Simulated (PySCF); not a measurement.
Compound: C₂H₈FGeN.
Numbering: `[NH2:1][GeH2:2][CH2:3][CH2:4][F:5]` (hydrogens: H6, H7 on N1; H8, H9 on Ge2; H10, H11 on C3; H12, H13 on C4)

A GFN2-xTB structure with every atom displaced at random (by about 0.01 Å) was refined with PBE0-D3(BJ)/def2-SVP geometry optimisation, gas phase (PySCF 2.14.0). Values at the start:

| coordinate | start |
| --- | --- |
| N1–Ge2 | 1.806 Å |
| N1–H6 | 1.006 Å |
| Ge2–C3 | 2.016 Å |
| Ge2–H8 | 1.490 Å |
| C3–C4 | 1.490 Å |
| C3–H10 | 1.075 Å |
| C4–F5 | 1.388 Å |
| C4–H12 | 1.124 Å |
| N1–Ge2–C3 | 116.2° |
| Ge2–C3–C4 | 108.0° |
| C3–C4–F5 | 109.5° |
| N1–Ge2–C3–C4 | 47° |
| Ge2–C3–C4–F5 | 42° |

Problem. How do these coordinates change at the PBE0-D3(BJ)/def2-SVP level?

Solution. 
| coordinate | PBE0-D3(BJ)/def2-SVP (Å or °) | change |
| --- | --- | --- |
| Ge2–H8 | 1.537 | +0.047 |
| Ge2–C3 | 1.981 | -0.035 |
| N1–Ge2 | 1.838 | +0.032 |
| C3–H10 | 1.102 | +0.027 |
| C4–H12 | 1.104 | -0.020 |
| C3–C4 | 1.509 | +0.019 |
| N1–H6 | 1.016 | +0.010 |
| C4–F5 | 1.384 | -0.004 |
| N1–Ge2–C3 | 112.6 | -3.6 |
| Ge2–C3–C4 | 110.4 | +2.4 |
| C3–C4–F5 | 110.0 | +0.5 |
| N1–Ge2–C3–C4 | 29 | -18 |
| Ge2–C3–C4–F5 | 49 | +7 |

The energy falls by 4.1 kcal/mol over 11 energy and gradient evaluations, the largest force component goes from 0.0379 to 2.4e-04 Eh/bohr, and the atoms move by 0.226 Å rms after alignment. The bond that changes most is Ge2–H8 (ends: germanium bonded to C, N and 2 H; Ge–H hydrogen), which lengthens by 0.047 Å. Bonds longer at the end by more than 0.005 Å: 7 of 12; shorter: 4. Among the dihedrals that turn most is N1–Ge2–C3–H11, from -72° to -92°. Rotational constants go from 5127, 2074, 1796 to 5006, 2103, 1745 MHz.

The run used 128 basis functions and 69 SCF cycles in all.

Not checked by PBE0-D3(BJ)/def2-SVP frequencies. One conformer, not necessarily the lowest.
